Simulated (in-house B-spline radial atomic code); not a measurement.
Checks on a self-consistent run for Te IX (Te8+), [Kr] (4d3/2)4 (4d5/2)4. Method: Dirac-Hartree-Fock, average of the jj configuration, Fermi nucleus of rms radius 4.7423 fm. Calculated with a radial B-spline atomic code at the basis-set limit.

| orbital | q | ε (Eh) | <1/r> | <r²> | small-component weight |
| --- | --- | --- | --- | --- | --- |
| 1s1/2 | 2 | -1180.64566 | 55.5738 | 0.00104767 | 0.036624 |
| 2s1/2 | 2 | -188.56055 | 12.9657 | 0.0168358 | 0.0078321 |
| 2p1/2 | 2 | -176.47974 | 12.9086 | 0.0125275 | 0.0078165 |
| 2p3/2 | 4 | -166.33022 | 11.9528 | 0.013809 | 0.0074396 |
| 3s1/2 | 2 | -42.74774 | 4.62987 | 0.117148 | 0.0023204 |
| 3p1/2 | 2 | -37.74298 | 4.53025 | 0.112296 | 0.0022541 |
| 3p3/2 | 4 | -35.79214 | 4.29866 | 0.120154 | 0.0021553 |
| 3d3/2 | 4 | -27.08032 | 4.13931 | 0.101685 | 0.0020252 |
| 3d5/2 | 6 | -26.64671 | 4.07329 | 0.10445 | 0.0019898 |
| 4s1/2 | 2 | -11.48649 | 1.84184 | 0.642468 | 0.00064302 |
| 4p1/2 | 2 | -9.71146 | 1.74088 | 0.701005 | 0.00058991 |
| 4p3/2 | 4 | -9.22103 | 1.67338 | 0.743156 | 0.00056384 |
| 4d3/2 | 4 | -6.30736 | 1.46126 | 0.925036 | 0.00044895 |
| 4d5/2 | 4 | -6.22987 | 1.4463 | 0.943926 | 0.00044392 |

Electron-electron repulsion V_ee = 2317.5368 hartree.

Question: What total energy follows from the eigenvalues?

Answer: The eigenvalues count the repulsion twice, so E = Σqε - V_ee = -4458.473 - 2317.537 = -6776.010 hartree; the run printed -6776.010.

Question: Does the Dirac virial theorem hold?

Answer: For a point nucleus E = -2c²Σq·w, with w the small-component weight. Here Σq·w = 0.18041 and c = 137.0360, so the ratio E/(-2c²Σq·w) is 1.000057; the finite nucleus accounts for the departure from 1.

Question: What diamagnetic shielding (Lamb formula) and susceptibility (Langevin formula) do the radii give?

Answer: σ = (α²/3)Σq<1/r> = 312.709/(3·137.036²) = 5550.7 ppm, and χ = -0.79199×10⁻⁶·Σq<r²> = -12.06×10⁻⁶ cm³/mol with Σq<r²> = 15.224 bohr². Both are non-relativistic formulas without the paramagnetism of open shells; for so heavy an element the full relativistic shielding is larger by tens of per cent.
